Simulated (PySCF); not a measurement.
Ga(GeH3)3, SMILES [GeH3][Ga]([GeH3])[GeH3] (H9GaGe3) (PBE0/def2-SVP optimised geometry):

```
13

Ga    -1.498    -2.036     1.848
Ge    -0.252    -3.913     2.826
H     -0.575    -5.197     2.027
H      1.277    -3.715     2.767
H     -0.638    -4.186     4.295
Ge    -3.742    -1.488     2.686
H     -4.490    -2.718     3.241
H     -3.604    -0.479     3.849
H     -4.639    -0.828     1.617
Ge    -0.534    -0.734     0.000
H     -1.009     0.734     0.000
H      1.009    -0.734     0.000
H     -0.990    -1.357    -1.340
```

Method: PBE0/def2-TZVP (PySCF).

Question: What are the frontier orbital energies and the dipole moment?

Answer: HOMO-2 -9.45 eV, HOMO-1 -7.27 eV, HOMO -7.26 eV, LUMO -2.54 eV, LUMO+1 -0.30 eV; dipole moment 0.07 D.

Meta-Löwdin charges at PBE0/def2-TZVP: Ga1 0.15, Ge2 0.07, H3 -0.04, H4 -0.04, H5 -0.04, Ge6 0.07, H7 -0.04, H8 -0.04, H9 -0.04, Ge10 0.07, H11 -0.04, H12 -0.04, H13 -0.04.
